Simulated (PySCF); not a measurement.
# How methods differ on the excitation energy of Os

Os [Xe] 4f14 5d6 6s2 (5D) → Os [Xe] 4f14 5d6 6s1 6p1 (high-spin determinant), as a difference of total energies. Computed with PySCF 2.14 in aug-cc-pwCVTZ-PP with ECP60MDF (8s8p7d4f3g, 122 functions), with scalar relativity through the core potential. Correlated levels: valence: 5s2 5p6 frozen; valence and next inner shell: nothing frozen outside the core potential. The calculations carry no spin-orbit coupling.

| method | excitation energy (eV) |
| --- | --- |
| UHF | 1.439 |
| PBE | 3.096 |
| PBE0 | 2.815 |
| r2SCAN | 2.784 |
| B3LYP | 3.324 |
| PW91 | 3.102 |
| MP2 (valence) | 2.769 |
| SCS-MP2 (valence) | 3.134 |
| MP2 (valence and next inner shell) | 2.972 |
| SCS-MP2 (valence and next inner shell) | 3.221 |

Q: Estimate what BHandHLYP gives.

A: 3.069 eV, closest to PBE among the rows shown.

Q: Estimate what LDA gives.

A: 3.412 eV, closest to B3LYP among the rows shown.

The determinant of the upper state mixes LS terms, which raises its energy above the lowest term, most at the Hartree-Fock and MP2 levels.
